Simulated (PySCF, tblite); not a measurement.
Dissociation curve of BeH (cation, charge +1), singlet. Each curve is given relative to its own lowest point near equilibrium.

```json
[
 {"R / Å": "1.06", "A": "0.878", "B": "0.826", "C": "0.872"},
 {"R / Å": "1.12", "A": "0.482", "B": "0.480", "C": "0.477"},
 {"R / Å": "1.20", "A": "0.164", "B": "0.201", "C": "0.160"},
 {"R / Å": "1.24", "A": "0.075", "B": "0.117", "C": "0.072"},
 {"R / Å": "1.29", "A": "0.014", "B": "0.049", "C": "0.013"},
 {"R / Å": "1.33", "A": "0.000", "B": "0.018", "C": "0.000"},
 {"R / Å": "1.38", "A": "0.017", "B": "0.001", "C": "0.019"},
 {"R / Å": "1.41", "A": "0.042", "B": "0.000", "C": "0.046"},
 {"R / Å": "1.46", "A": "0.106", "B": "0.012", "C": "0.113"},
 {"R / Å": "1.53", "A": "0.230", "B": "0.049", "C": "0.244"},
 {"R / Å": "1.65", "A": "0.504", "B": "0.153", "C": "0.535"},
 {"R / Å": "1.80", "A": "0.895", "B": "0.323", "C": "0.961"},
 {"R / Å": "1.98", "A": "1.363", "B": "0.568", "C": "1.493"},
 {"R / Å": "2.18", "A": "1.820", "B": "0.873", "C": "2.053"},
 {"R / Å": "2.36", "A": "2.152", "B": "1.172", "C": "2.502"},
 {"R / Å": "2.66", "A": "2.540", "B": "1.700", "C": "3.115"},
 {"R / Å": "2.92", "A": "2.739", "B": "2.160", "C": "3.513"},
 {"R / Å": "3.23", "A": "2.867", "B": "2.668", "C": "3.849"},
 {"R / Å": "3.54", "A": "2.928", "B": "3.099", "C": "4.069"},
 {"R / Å": "3.96", "A": "2.963", "B": "3.538", "C": "4.239"},
 {"R / Å": "4.69", "A": "2.981", "B": "—", "C": "4.334"},
 {"R / Å": "5.29", "A": "2.984", "B": "—", "C": "4.327"}
]
```

Energies in eV.

**Question.** Match the curves with the methods GFN2-xTB, 300 K electronic temperature (tblite); CCSD on RHF/cc-pVDZ (PySCF); restricted r2SCAN/cc-pVDZ (PySCF).

**Answer.** A is RCCSD; B is GFN2-xTB; C is RKS-r2SCAN.

Dashes: no converged value, or the column stops at the first point that the program doubted or that broke a chosen test of continuity, which isn't proof of a fault.

At the longest distance RKS-r2SCAN leaves fractional charges on the fragments, a sign of delocalisation error or of the restricted form. The restricted form behind RKS-r2SCAN keeps the bonding electrons paired and can't separate into open-shell fragments. The T1 diagnostic of CCSD on the restricted reference of RCCSD exceeds 0.045 at 2.66 to 5.29 Å.
